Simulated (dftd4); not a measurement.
CH₃Cl₃Si (SMILES C[Si](Cl)(Cl)Cl), singlet, at a GFN2-xTB geometry; D4 for b97d (dftd4).

Here is a job for dftd4.
```
$ dftd4 mol.xyz --func b97d --charge 0 --json dftd4.json --noedisp --property

# file mol.xyz
8

C     -2.08539302    -0.43002418     0.05735758
Si    -0.22565362    -0.04653152     0.00620648
Cl     0.68040569    -1.19502435    -1.39062803
Cl     0.06775652     1.90072752    -0.45554951
Cl     0.60976201    -0.42568869     1.80882858
H     -2.26630565    -1.46926637     0.31744164
H     -2.59468576     0.18660249     0.79274175
H     -2.55221147    -0.24599592    -0.90628735
```

What the program printed (banner, timings and long lists left out):

```
                    ____  _____ _____     ____  _  _
      -------------|  _ \|  ___|_   _|---|  _ \| || |------------
     |             | | | | |_    | | ___ | | | | || |_           |
     |             | |_| |  _|   | ||___|| |_| |__   _|          |
     |             |____/|_|     |_|     |____/   |_|            |
     |             ===================================           |
     |            E. Caldeweyher, S. Ehlert & S. Grimme          |
     |          Mulliken Center for Theoretical Chemistry        |
     |                    University of Bonn                     |
      -----------------------------------------------------------

Rational (Becke-Johnson) damping: b97d-D4-ATM
---------------------
  s6         1.0000
  s8         1.6946
  s9         1.0000
  a1         0.2890
  a2         4.1341
 alp        16.0000
--------------------

Atomic data, radii in Ångström:
------------------------------------------------------
   Z          R(cov)      r4/r2   hardness         EN
------------------------------------------------------
   6 C        1.0000     1.6431     0.4220     2.5500
  14 Si       1.3867     2.5839     0.3054     1.9000
  17 Cl       1.3200     1.9735     0.4312     3.1600
   1 H        0.4267     1.0622     0.4726     2.2000
------------------------------------------------------

Atomic reference systems (in atomic units):
----------------------------------------------------------------------------
   Z        #      CN     q+Z       C6(AA)   #      CN     q+Z       C6(AA)
----------------------------------------------------------------------------
   6 C      1  0.0000  6.0000      49.3833   2  0.9189  5.8288      52.1688
            3  1.9079  5.8579      35.6972   4  2.8312  5.7775      35.8445
            5  3.7487  5.7435      28.6317   6  2.9183  5.8956      32.2504
            7  0.8556  6.2103      25.6194
  14 Si     1  0.0000 14.0000     321.4498   2  0.8915 14.0165     270.4983
            3  1.8234 13.9936     236.2774   4  2.8003 13.9692     228.3542
            5  3.6668 13.9341     158.2713
  17 Cl     1  0.0000 17.0000      92.6806   2  0.8444 16.8495     101.8771
   1 H      1  0.0000  1.0000       7.6362   2  0.8942  1.0000       3.0374
----------------------------------------------------------------------------

Atomic properties (in atomic units):
----------------------------------------------------------------------------
     #    Z              CN          q      C6(AA)        C8(AA)   alpha(0)
----------------------------------------------------------------------------
     1    6 C        3.6496    -0.2332     28.4907      823.9994     7.7514
     2   14 Si       3.2867     0.2253    169.2275    12104.2768    25.6471
     3   17 Cl       0.8127    -0.1172    100.7502     4203.6555    15.3428
     4   17 Cl       0.8127    -0.1172    100.7502     4203.6555    15.3428
     5   17 Cl       0.8127    -0.1172    100.7502     4203.6555    15.3428
     6    1 H        0.9250     0.1198      1.6147       19.5185     1.9871
     7    1 H        0.9250     0.1198      1.6147       19.5185     1.9871
     8    1 H        0.9250     0.1198      1.6147       19.5185     1.9871
----------------------------------------------------------------------------

Molecular properties (in atomic units):
----------------------------------------
 molecular C6                2702.8639
 molecular C8              118572.2347
----------------------------------------

Dispersion energy:      -4.4148111066976E-02 Eh

[Info] JSON dump of results written to 'dftd4.json'
```
